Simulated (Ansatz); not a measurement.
Program: Ansatz. Geometries: PBE0-D4/def2-TZVP. ΔE: electronic, gas phase. CBS: MP2 limit from def2 TZ/QZ plus the TZ coupled-cluster correction, frozen cores. Functionals use def2-TZVPP. def2 core potentials past Kr. For Sn outer-core shells are correlated without core-valence functions, which leaves a few kJ/mol of doubt a bond. One conformer a species, not always the lowest.

Reaction (redistribution): `[SiH3][SnH3]` + `NCO[SiH2]Cl` → `[SiH3]CO[SiH2]Cl` + `[NH2][SnH3]`

`[SiH3][SnH3]`:

Z-matrix (Å, degrees):
```
Si
Sn 1 2.560
H 1 1.487 2 110.2
H 1 1.487 2 110.2 3 -120.0
H 1 1.487 2 110.2 3 120.0
H 2 1.708 1 110.8 3 179.5
H 2 1.708 1 110.8 3 -60.5
H 2 1.708 1 110.7 3 59.5
```

`NCO[SiH2]Cl`:

Z-matrix (Å, degrees):
```
C
O 1 1.437
N 1 1.413 2 112.6
H 1 1.095 2 108.6 3 -121.1
H 1 1.093 2 108.2 3 120.9
Si 2 1.626 1 125.1 3 172.2
H 3 1.011 1 111.6 2 61.5
H 3 1.011 1 111.8 2 -60.5
Cl 6 2.059 2 111.2 1 63.7
H 6 1.475 2 107.1 1 -178.1
H 6 1.483 2 111.4 1 -54.2
```

`[SiH3]CO[SiH2]Cl`:

```xyz
12

Si   -1.389    0.743    1.466
C     0.176    0.126    0.604
O    -0.148   -0.246   -0.733
Si    0.971   -0.654   -1.844
Cl    2.002   -2.333   -1.258
H    -1.038    1.124    2.860
H    -2.411   -0.334    1.486
H    -1.926    1.927    0.748
H     0.943    0.912    0.614
H     0.592   -0.732    1.146
H     1.983    0.418   -1.997
H     0.243   -0.952   -3.091
```

`[NH2][SnH3]`:

Cartesian coordinates in Å:
```
N 0.759 0.991 0.304
Sn -0.320 -0.686 -0.088
H 1.076 1.461 -0.535
H 0.247 1.671 0.852
H 0.712 -1.708 -0.979
H -0.723 -1.347 1.431
H -1.751 -0.382 -0.986
```

(1) Is it downhill or uphill in electronic energy at CCSD(T)/CBS, and by how much? (Best estimate.)

(2) What do these levels give: PBE0-D4, HF/def2-TZVPP, MP2/def2-TZVPP, CCSD/def2-TZVPP, CCSD(T)/def2-TZVPP, HF/CBS(def2)? (Estimate.)

Largest T1 diagnostic among the species: 0.013.

## Answers

(1) Ansatz gave: Uphill: ΔE = +3.7 kcal/mol.

(2) Ansatz gave: PBE0-D4 7.6, HF/def2-TZVPP 4.5, MP2/def2-TZVPP 3.0, CCSD/def2-TZVPP 4.2, CCSD(T)/def2-TZVPP 4.1, HF/CBS(def2) 4.0 kcal/mol.
